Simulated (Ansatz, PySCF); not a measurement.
HfCl3, SMILES [Cl][Hf+]([Cl])[Cl], charge +1, multiplicity 1. Atoms are numbered in the order given.

```xyz
4

Hf    -0.0001     0.0001     0.2883
Cl     1.8411    -1.0629    -0.5308
Cl    -1.8412    -1.0633    -0.5307
Cl     0.0002     2.1262    -0.5307
```
Charge +1, spin multiplicity 1.

Geometry optimised at B3LYP-D3(BJ)/def2-SVP. The spin state was assumed, not searched. The isomer is the one that the SMILES or the coordinates give; other isomers of the formula were not compared. The def2 effective core potentials stand for the cores of Hf; spin–orbit coupling is left out.

Two levels are set side by side: PBE-D3(BJ)/def2-SVP (Ansatz, a program for electronic structure) and B3LYP-D3(BJ)/def2-SVP (Ansatz). Each level has its own optimised geometry; the coordinates shown are those of the second. Frequencies come from the Hessian of PySCF at each geometry. Differences are taken from unrounded values.

```tsv
quantity	B3LYP-D3(BJ)
mean bond length (Å)	2.278
bond Hf1–Cl2 (Å)	2.278
bond Hf1–Cl3 (Å)	2.278
bond Hf1–Cl4 (Å)	2.278
highest harmonic wavenumber (cm⁻¹)	431
mean harmonic wavenumber (cm⁻¹)	266
zero-point energy (kcal/mol)	2.28
```

What does PBE-D3(BJ) give, and how far is it from B3LYP-D3(BJ)? (Estimate from the structure and the level; the computed values follow.)


```tsv
quantity	PBE-D3(BJ)	PBE-D3(BJ) minus B3LYP-D3(BJ)
mean bond length (Å)	2.276	-0.003
bond Hf1–Cl2 (Å)	2.276	-0.003
bond Hf1–Cl3 (Å)	2.276	-0.003
bond Hf1–Cl4 (Å)	2.276	-0.003
highest harmonic wavenumber (cm⁻¹)	424	-7
mean harmonic wavenumber (cm⁻¹)	264	-2
zero-point energy (kcal/mol)	2.27	-0.02
```

On these quantities the two levels nearly agree.
